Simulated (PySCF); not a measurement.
C4H8AlFO, singlet, geometry from GFN2-xTB (such geometries of metal compounds can be far from the true shape), atoms displaced at random by about 0.08 Å a coordinate. Base run: B3LYP/STO-3G, gradient run with PySCF.

The PySCF input:
```python
from pyscf import gto, scf, dft

mol = gto.M(
    atom='''
Al   -0.331612   -0.110275    0.878005
C     1.517045   -0.078859    0.695362
C     1.939682   -0.404341   -0.844846
C     2.278647    0.671677   -1.399465
H     1.999403   -0.831599    1.153966
H     1.902296    0.857239    1.047887
H     2.052075   -1.441153   -1.028792
H     2.059560    1.763570   -1.496167
H     2.562978    0.238419   -2.680295
F    -1.041925   -0.609695    2.401315
O    -1.302221    0.078948   -0.288091
C    -2.047998    0.430138   -1.588887
H    -2.706193   -0.615476   -1.890925
H    -2.666622    1.403509   -1.489626
H    -1.454229    0.545406   -2.410207
''',
    basis='sto-3g',
    charge=0,
    spin=0,
    verbose=4,
)

mf = dft.RKS(mol)
mf.xc = 'b3lyp'
mf.kernel()
g = mf.nuc_grad_method()
grad = g.kernel()
```

The coordinate followed is z of atom 3.

The base run was repeated with changes; each row names its change, and settings that it needs were set with it.

| change | dE/dx (Eh/bohr) | net force (Eh/bohr) |
|---|---|---|
| base | -0.175694 | 0.000033 |
| conv_tol = 1e-11 | -0.175691 | 0.000033 |
| grids.level = 0; grid_response = off | -0.176252 | 0.008023 |
| finite difference step (bohr) = 0.05; conv_tol = 1e-11 | -0.175338 | - |
| grids.level = 5; grid_response = on | -0.175681 | 0.000000 |
| finite difference step (bohr) = 1e-3; conv_tol = 1e-11 | -0.175670 | - |
| grids.level = 0; grid_response = on | -0.177288 | 0.000000 |
| grid_response = on | -0.175673 | 0.000000 |
| finite difference step (bohr) = 0.01; conv_tol = 1e-11 | -0.175657 | - |
| conv_tol = 1e-6 | -0.175664 | 0.000033 |
| finite difference step (bohr) = 1e-5; conv_tol = 1e-11 | -0.175670 | - |
| grids.level = 5; grid_response = off | -0.175681 | 0.000023 |

The net force is zero for an exact gradient.
